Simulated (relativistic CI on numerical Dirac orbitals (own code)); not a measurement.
## Sn16+: sensitivity of the levels to the model

Base calculation: Dirac-Coulomb-Breit CI, orbitals from a KLI potential per configuration, a model potential for QED, unscaled Slater integrals.

Configurations in the expansion (outside the closed core [Ar] 3d10): 4s2.4p4, 4s.4p5, 4p6, 4s2.4p3.4d, 4s.4p4.4d, 4s2.4p3.4f, 4s.4p4.4f, 4p5.4d, 4s.4p3.4d2, 4s2.4p2.4d.4f, 4s2.4p3.5s, 4p5.4f, 4s2.4p3.5p, 4p5.5s, 4s.4p4.5s, 4s.4p3.4d.5s, 4s2.4p3.5d, 4p4.4d.4f, 4s.4p4.5p, 4s2.4p2.4f.5s, 4s2.4p3.5f, 4s.4p3.4f2, 4s2.4p3.6s, 4s2.4p3.5g, 4s.4p4.5d, 4s2.4p3.6p, 4s.4p3.5s2, 4s2.4p2.4d2, 4s2.4p.4d3, 4s.4p2.4d3, 4s2.4p.4d2.4f, 4s.4p2.4d2.4f, 4s2.4p.4d2.5s, 4p4.4d2, 4p3.4d3, 4p3.4d2.4f, 4p3.4d2.5s, 4s2.4p2.4d.5s, 4s.4p2.4d2.5s, 4s2.4p.4d.4f.5s, 4s.4p2.4d.4f.5s, 4s2.4p.4d.5s2, 4p4.4d.5s, 4p3.4d.4f.5s, 4p3.4d.5s2, 4s2.4p2.5s2, 4s.4p2.4d.5s2, 4s2.4p.4f.5s2, 4s.4p2.4f.5s2. Double excitations out of closed p, d and f shells are left out; levels of such configurations are missing from the list, as are those of other unlisted configurations, and high levels can miss mixing partners. These lack a partner that the ground configuration has and come out too high: 4s2.4p3.5p, 4s2.4p3.5d, 4s.4p4.5p, 4s2.4p3.5f, 4s2.4p3.6s.

Variants: (1) non-relativistic limit; (2) one mean potential for all configurations. Shifts of the energy above 4s2.4p4 3P_2, in cm⁻¹, for the lowest level and the first level of each name with at least 55 % of one term (blank where a level changes its place among those of its configuration and J or its character, or is not in the variant):

| Level | Base | Δ(1) | Δ(2) |
| --- | --- | --- | --- |
| 4s2.4p4 3P_2 | 0 | 0 | 0 |
| 4s2.4p4 3P_0 | 33919 | -33919 | +5 |
| 4s2.4p4 3P_1 | 72511 | -72511 | -8 |
| 4s2.4p4 1D_2 | 94051 | -65206 | -16 |
| 4s2.4p4 1S_0 | 186758 | -112936 | -8 |
| 4s.4p5 3P°_2 | 412187 | -88495 | -15 |
| 4s.4p5 3P°_1 | 445474 | -121782 | -21 |
| 4s.4p5 3P°_0 | 488366 | -164674 | -19 |
| 4s2.4p3.4d 5D°_0 | 556614 | -50494 | -59 |
| 4s2.4p3.4d 5D°_1 | 562387 | -56267 | -51 |
| 4s2.4p3.4d 5D°_4 | 567725 | -61605 | -60 |
| 4s2.4p3.4d 3D°_1 | 615451 | -81020 | -55 |
| 4s2.4p3.4d 1S°_0 | 619123 | -75342 | -58 |
| 4s2.4p3.4d 3F°_3 | 626459 | -81160 | -67 |
| 4s2.4p3.4d 3G°_4 | 638473 |  | -71 |
| 4s2.4p3.4d 3F°_4 | 647864 |  | -73 |
| 4s2.4p3.4d 1G°_4 | 659085 | -79930 | -81 |
| 4s2.4p3.4d 3G°_5 | 663579 | -94978 | -79 |
| 4s2.4p3.4d 3P°_0 | 686620 | -80442 | -77 |
| 4s2.4p3.4d 3D°_2 | 697427 |  | -96 |
| 4s2.4p3.4d 3S°_1 | 743752 |  | -112 |
| 4p6 1S_0 | 892675 | -178575 | -114 |

At this charge energies of transitions that change n are usually good to better than 1 %, and those within a shell (Δn = 0) to a few per cent.

Ionisation energy from the two ground configurations alone: base 436.594 eV. The NIST ASD value (theoretical) is 437 eV.

LS names give the leading component of a level, which can be under half, so a name can repeat, a term be missing and a line seem to break the LS rules.
